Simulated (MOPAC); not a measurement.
MOPAC input (PM7):

```
PM7 1SCF UHF MS=0.5 GEO-OK AUX(PRECISION=9) THREADS=1
C3H7Si

C    -2.21577800 1    0.65367000 1   -0.01180500 1
C    -1.28377900 1   -0.17100800 1    0.38314500 1
C    -0.14816000 1   -0.69771800 1   -0.44821200 1
Si    1.48938200 1    0.13421600 1    0.00351400 1
H    -3.07619900 1    1.15227700 1    0.40303000 1
H    -1.29205500 1   -0.49721800 1    1.42897700 1
H    -0.03706600 1   -1.77524800 1   -0.29570500 1
H    -0.34236200 1   -0.53317500 1   -1.50971200 1
H     2.60508500 1   -0.49479000 1   -0.74531900 1
H     1.43201500 1    1.57655700 1   -0.32564700 1
H     1.74553200 1   -0.01709500 1    1.45640300 1
```

From the output:

```
                                                       MOPAC v23.2.5 Linux

          FINAL HEAT OF FORMATION =         62.55860 KCAL/MOL =     261.74520 KJ/MOL

          COSMO AREA              =        128.28 SQUARE ANGSTROMS
          COSMO VOLUME            =        119.22 CUBIC ANGSTROMS

          IONIZATION POTENTIAL    =          9.570677 EV
          ALPHA SOMO LUMO (EV)    =         -9.571  0.944
          BETA  SOMO LUMO (EV)    =         -9.815  0.560
          NO. OF ALPHA ELECTRONS  =         12
          NO. OF BETA  ELECTRONS  =         11
          MOLECULAR WEIGHT        =         71.1738         POINT GROUP:  C1

          MOLECULAR DIMENSIONS (Angstroms)

            Atom       Atom       Distance
            H     9    H     5     6.02566
            H     7    H    10     3.62883
            H    11    H     8     3.24777

          SCF CALCULATIONS        =          1

   ATOM   CHEMICAL          X               Y               Z
  NUMBER   SYMBOL      (ANGSTROMS)     (ANGSTROMS)     (ANGSTROMS)

     1       C         -2.21577800  *   0.65367000  *  -0.01180500  *
     2       C         -1.28377900  *  -0.17100800  *   0.38314500  *
     3       C         -0.14816000  *  -0.69771800  *  -0.44821200  *
     4      Si          1.48938200  *   0.13421600  *   0.00351400  *
     5       H         -3.07619900  *   1.15227700  *   0.40303000  *
     6       H         -1.29205500  *  -0.49721800  *   1.42897700  *
     7       H         -0.03706600  *  -1.77524800  *  -0.29570500  *
     8       H         -0.34236200  *  -0.53317500  *  -1.50971200  *
     9       H          2.60508500  *  -0.49479000  *  -0.74531900  *
    10       H          1.43201500  *   1.57655700  *  -0.32564700  *
    11       H          1.74553200  *  -0.01709500  *   1.45640300  *

                             CARTESIAN COORDINATES

   1    C       -2.215778000     0.653670000    -0.011805000
   2    C       -1.283779000    -0.171008000     0.383145000
   3    C       -0.148160000    -0.697718000    -0.448212000
   4   Si        1.489382000     0.134216000     0.003514000
   5    H       -3.076199000     1.152277000     0.403030000
   6    H       -1.292055000    -0.497218000     1.428977000
   7    H       -0.037066000    -1.775248000    -0.295705000
   8    H       -0.342362000    -0.533175000    -1.509712000
   9    H        2.605085000    -0.494790000    -0.745319000
  10    H        1.432015000     1.576557000    -0.325647000
  11    H        1.745532000    -0.017095000     1.456403000

           Empirical Formula: C3 H7 Si  =    11 atoms

      MOLECULAR POINT GROUP   :   C1

          ALPHA EIGENVALUES
 -28.04649 -23.85124 -18.62226 -17.27236 -16.23583 -14.15838 -13.49387 -12.48559
 -12.29167 -12.09143 -10.08548  -9.57068   0.94383   1.83647   2.53074   2.57156
   4.33969   5.29468   5.85294   5.96856   6.28102   6.57943   8.00042  21.08905
  21.20375  21.87647  22.01712  22.33118

           BETA EIGENVALUES
 -27.96651 -23.69397 -18.25603 -17.22543 -16.05006 -13.97157 -13.26488 -12.47939
 -12.27126 -12.06472  -9.81470   0.55969   1.23221   1.87210   2.52842   2.57028
   4.40593   5.42540   5.93832   6.03297   6.50827   6.66242   7.99900  21.08607
  21.20171  21.87245  22.01260  22.32957

              NET ATOMIC CHARGES AND DIPOLE CONTRIBUTIONS

  ATOM NO.   TYPE          CHARGE      No. of ELECS.   s-Pop       p-Pop       d-Pop
    1          C          -0.166985        4.1670     1.21378     2.95320
    2          C          -0.173613        4.1736     1.07157     3.10205
    3          C          -0.451813        4.4518     1.04934     3.40248
    4         Si           0.045537        3.9545     0.90378     2.91159     0.13909
    5          H           0.155006        0.8450     0.84499
    6          H           0.160832        0.8392     0.83917
    7          H           0.167688        0.8323     0.83231
    8          H           0.172550        0.8275     0.82745
    9          H           0.028836        0.9712     0.97116
   10          H           0.033085        0.9669     0.96692
   11          H           0.028878        0.9711     0.97112
 DIPOLE           X         Y         Z       TOTAL
 POINT-CHG.     0.723    -0.056     0.625     0.958
 HYBRID        -0.722    -0.450     0.005     0.851
 SUM            0.002    -0.507     0.630     0.809

          ATOMIC ORBITAL ELECTRON POPULATIONS

     Atom    s        px        py        pz      x^2-y^2     xz        z^2       yz        xy
    1  C   1.21378   1.00654   0.98423   0.96242
    2  C   1.07157   1.00002   1.03999   1.06203
    3  C   1.04934   1.10966   1.15481   1.13800
    4 Si   0.90378   0.88121   1.00509   1.02529   0.03866   0.02895   0.03476   0.00949   0.02723
    5  H   0.84499
    6  H   0.83917
    7  H   0.83231
    8  H   0.82745
    9  H   0.97116
   10  H   0.96692
   11  H   0.97112

                    (SZ)    =    0.500000
                    (S**2)  =    0.788271

          ATOMIC ORBITAL SPIN POPULATIONS

    Atom   Total    s     px     py     pz   x^2-y^2  xz     z^2    yz     xy
         Atomic
    1  C  1.1455  0.103  0.091  0.170  0.781
    2  C -0.2272 -0.013 -0.069 -0.115 -0.031
    3  C  0.0402  0.007  0.019  0.005  0.009
    4 Si -0.0109 -0.001 -0.007 -0.002 -0.001  0.000 -0.000  0.000 -0.000  0.000
    5  H -0.0060 -0.006
    6  H  0.0645  0.065
    7  H -0.0044 -0.004
    8  H -0.0021 -0.002
    9  H  0.0005  0.001
   10  H  0.0000  0.000
   11  H -0.0002 -0.000

 **********************
 *                    *
 * JOB ENDED NORMALLY *
 *                    *
 **********************

 == MOPAC DONE ==
```

The geometry given is a B3LYP-D3(BJ)/def2-TZVP minimum.
